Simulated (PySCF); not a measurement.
PySCF input (BP86/6-31G* with LANL2DZ past Ar (5d)):

```python
from pyscf import gto, dft

mol = gto.M(
    atom='''
    Si   -1.57618200   -0.02765200    0.53235000
    Ge    0.64526000    0.05102900   -0.21223400
    H    -1.72713900   -1.41593400   -0.07183300
    H     1.60070700   -1.13683600   -0.49696900
    H     1.54466100    1.30695900   -0.09259600
    ''',
    basis={'default': '6-31g*', 'Ge': 'lanl2dz'},
    ecp={'Ge': 'lanl2dz'},
    charge=0,
    spin=1,
    verbose=4,
)

mf = dft.UKS(mol, xc='bp86')
mf.grids.level = 3
mf.conv_tol = 1e-9
mf.max_cycle = 100
mf.max_memory = 1500
mf.kernel()
if not mf.converged:
    mf = mf.newton()
    mf.kernel(mf.make_rdm1())
mo, _, stable, _ = mf.stability(return_status=True)
if not stable:
    mf.kernel(mf.make_rdm1(mo, mf.mo_occ))
    stable = mf.stability(return_status=True)[2]
mf.dip_moment()
```

From the output:

```
  HOMO = -0.215632225087  LUMO = -0.189314436792  gap/eV = 0.71614
cycle= 3 E= -294.977422784  delta_E= -1.02  |g|= 0.13  |ddm|= 2.48
  alpha nocc = 11  HOMO = -0.189373215149421  LUMO = -0.0721214875069052
  beta  nocc = 10  HOMO = -0.191363009073921  LUMO = -0.162578195395263
  HOMO = -0.189373215149  LUMO = -0.162578195395  gap/eV = 0.72913
cycle= 4 E= -294.981610314047  delta_E= -0.00419  |g|= 0.122  |ddm|= 0.529
  alpha nocc = 11  HOMO = -0.205604126262055  LUMO = -0.0911065610159127
  beta  nocc = 10  HOMO = -0.213654156248328  LUMO = -0.172745671384725
  HOMO = -0.205604126262  LUMO = -0.172745671385  gap/eV = 0.89412
cycle= 5 E= -295.000957652104  delta_E= -0.0193  |g|= 0.0101  |ddm|= 0.274
  alpha nocc = 11  HOMO = -0.206606291951118  LUMO = -0.0912896219236181
  beta  nocc = 10  HOMO = -0.214732103012331  LUMO = -0.171348437409197
  HOMO = -0.206606291951  LUMO = -0.171348437409  gap/eV = 0.95942
cycle= 6 E= -295.001117201296  delta_E= -0.00016  |g|= 0.00641  |ddm|= 0.038
  alpha nocc = 11  HOMO = -0.206964711891522  LUMO = -0.091305117672146
  beta  nocc = 10  HOMO = -0.215524726103002  LUMO = -0.170809779598081
  HOMO = -0.206964711892  LUMO = -0.170809779598  gap/eV = 0.98383
cycle= 7 E= -295.001175600438  delta_E= -5.84e-05  |g|= 0.00229  |ddm|= 0.0193
  alpha nocc = 11  HOMO = -0.207098079205866  LUMO = -0.0913746556641151
  beta  nocc = 10  HOMO = -0.215892342689095  LUMO = -0.170695123274896
  HOMO = -0.207098079206  LUMO = -0.170695123275  gap/eV = 0.99057
cycle= 8 E= -295.001184661303  delta_E= -9.06e-06  |g|= 0.00065  |ddm|= 0.00834
  alpha nocc = 11  HOMO = -0.207108172312074  LUMO = -0.0913333183374476
  beta  nocc = 10  HOMO = -0.215927810717009  LUMO = -0.170616684800745
  HOMO = -0.207108172312  LUMO = -0.170616684801  gap/eV = 0.99298
cycle= 9 E= -295.001185621  delta_E= -9.6e-07  |g|= 0.000184  |ddm|= 0.00313
  alpha nocc = 11  HOMO = -0.207100295043187  LUMO = -0.091331915221506
  beta  nocc = 10  HOMO = -0.215938698140103  LUMO = -0.170596628335236
  HOMO = -0.207100295043  LUMO = -0.170596628335  gap/eV = 0.99332
cycle= 10 E= -295.001185700568  delta_E= -7.96e-08  |g|= 0.000103  |ddm|= 0.000888
  alpha nocc = 11  HOMO = -0.207106147775278  LUMO = -0.0913310945013457
  beta  nocc = 10  HOMO = -0.215939984477938  LUMO = -0.170588709676039
  HOMO = -0.207106147775  LUMO = -0.170588709676  gap/eV = 0.99369
cycle= 11 E= -295.001185724764  delta_E= -2.42e-08  |g|= 3.96e-05  |ddm|= 0.000535
  alpha nocc = 11  HOMO = -0.207106445616629  LUMO = -0.0913306963707292
  beta  nocc = 10  HOMO = -0.215942737498409  LUMO = -0.17058538780708
  HOMO = -0.207106445617  LUMO = -0.170585387807  gap/eV = 0.99379
cycle= 12 E= -295.001185728092  delta_E= -3.33e-09  |g|= 1.69e-05  |ddm|= 0.00018
  alpha nocc = 11  HOMO = -0.207108758467917  LUMO = -0.0913322189542534
  beta  nocc = 10  HOMO = -0.215946598568657  LUMO = -0.170585759191091
  HOMO = -0.207108758468  LUMO = -0.170585759191  gap/eV = 0.99384
cycle= 13 E= -295.001185728625  delta_E= -5.33e-10  |g|= 7.66e-06  |ddm|= 8.56e-05
  alpha nocc = 11  HOMO = -0.207106380477262  LUMO = -0.0913303488489845
  beta  nocc = 10  HOMO = -0.215943267643514  LUMO = -0.170583517803809
  HOMO = -0.207106380477  LUMO = -0.170583517804  gap/eV = 0.99384
Extra cycle  E= -295.001185728536  delta_E= 8.9e-11  |g|= 1.19e-05  |ddm|= 4.09e-05
converged SCF energy = -295.001185728536  <S^2> = 0.76239166  2S+1 = 2.0123535
uhf_internal: lowest eigs of H = [0.07463585 0.1457008  0.19619564]
<class 'pyscf.dft.uks.UKS'> wavefunction is stable in the internal stability analysis
Dipole moment(X, Y, Z, Debye):  0.69824, -0.23116, -0.48552
```

The geometry given is a B3LYP-D3(BJ)/def2-TZVP minimum.
